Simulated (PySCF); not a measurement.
C4H6Ge, SMILES C#C[C](=C)[GeH3]. Atoms are numbered in the order given.

```xyz
11

C     -1.0503     2.6999     0.0000
C     -0.2615     1.7754     0.0000
C      0.5961     0.6402     0.0000
C      1.9377     0.7408     0.0000
Ge    -0.2841    -1.1108     0.0000
H     -1.7351     3.5274     0.0000
H      2.4371     1.7150     0.0000
H      2.5739    -0.1486     0.0000
H     -1.1652    -1.2465     1.2531
H     -1.1652    -1.2465    -1.2531
H      0.8125    -2.1909     0.0000
```

Geometry optimised at PBE0-D3(BJ)/def2-SVP. The structure was generated by enumeration, and PubChem lists no compound with its InChIKey, so it may never have been made.

Method: PBE0-D3(BJ)/def2-SVP (PySCF).

Frequencies are harmonic and unscaled.

Task: Give all harmonic wavenumbers and intensities. (An estimate is asked for; the answer gives what the named calculation found.)

Result: 
```
mode  ν (cm⁻¹)  IR (km/mol)  moving atoms (share of kinetic energy)
----  --------  -----------  --------------------------------------
1          104          0.0                                  H 95 %
2          126          0.3                 C 67 %, H 17 %, Ge 16 %
3          239          5.2                          C 75 %, H 25 %
4          270          0.6                  C 59 %, H 32 %, Ge 9 %
5          420         23.1                         C 72 %, Ge 21 %
6          430          5.4                          H 56 %, C 43 %
7          567         17.2                          H 74 %, C 21 %
8          639          7.8                          C 68 %, H 29 %
9          647         45.8                          H 59 %, C 37 %
10         682         35.8                          H 77 %, C 23 %
11         686         33.6                          H 77 %, C 23 %
12         757          0.8                          H 79 %, C 21 %
13         831        194.9                                  H 97 %
14         878         29.4                                  H 99 %
15         890         28.0                                  H 99 %
16         940          1.2                          C 53 %, H 47 %
17         964         32.6                          H 72 %, C 28 %
18        1195          1.1                          C 71 %, H 29 %
19        1417          9.1                          H 84 %, C 16 %
20        1674          0.7                          C 89 %, H 11 %
21        2159         89.5                                  H 99 %
22        2168        110.5                                  H 98 %
23        2170         95.0                                  H 99 %
24        2218          2.1                           C 91 %, H 9 %
25        3156          3.8                                  H 95 %
26        3262          1.1                          H 89 %, C 11 %
27        3490         90.0                          H 86 %, C 14 %
```
